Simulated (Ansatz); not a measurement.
`F[SiH]([SiH3])[SiH2]Cl` + `[OH][SnH]([F])[F]` → `[F][SnH]([F])[O][SiH3]` + `F[SiH2][SiH2]Cl`  (cleavage of the Si–Si bond)

Gas-phase electronic energies from Ansatz, PBE0-D4/def2-TZVP geometries. CBS: MP2 limit from def2 TZ/QZ plus the TZ coupled-cluster correction, frozen cores. This one scheme is used for every species. DFT in def2-TZVPP. B3LYP here is the variant with VWN-RPA as its local correlation; programs differ in this. def2 core potentials past Kr. For Sn outer-core shells are correlated without core-valence functions, which leaves a few kJ/mol of doubt a bond. Each species was taken in one conformer, which may not be the lowest.

CCSD(T)/CBS gives -99.9 kJ/mol.

Problem. Another level gave -102.9 kJ/mol. Which?
A. ωB97M-V/def2-TZVPP
B. B3LYP-D4/def2-TZVPP
C. PBE0-D4/def2-TZVPP
D. B2PLYP/def2-TZVPP

Solution. D. B2PLYP -102.9, ωB97M-V -98.3, B3LYP-D4 -93.8, PBE0-D4 -77.2 kJ/mol.

Largest T1 diagnostic among the species: 0.015.

From PBE to PBE0 (25 % exact exchange), in def2-TZVPP and without D4, ΔE moves by −10.7 kJ/mol. The D4 term adds +4.0 kJ/mol with B3LYP and +2.4 kJ/mol with PBE0; it sums over pairs of atoms, weighted by their polarisabilities, and B3LYP, whose exchange is more repulsive, gets the larger term. In def2-TZVPP, CCSD(T) changes the Hartree–Fock value by +30.5 kJ/mol (the triples alone add +4.4 kJ/mol) and MP2 by +23.9 kJ/mol.
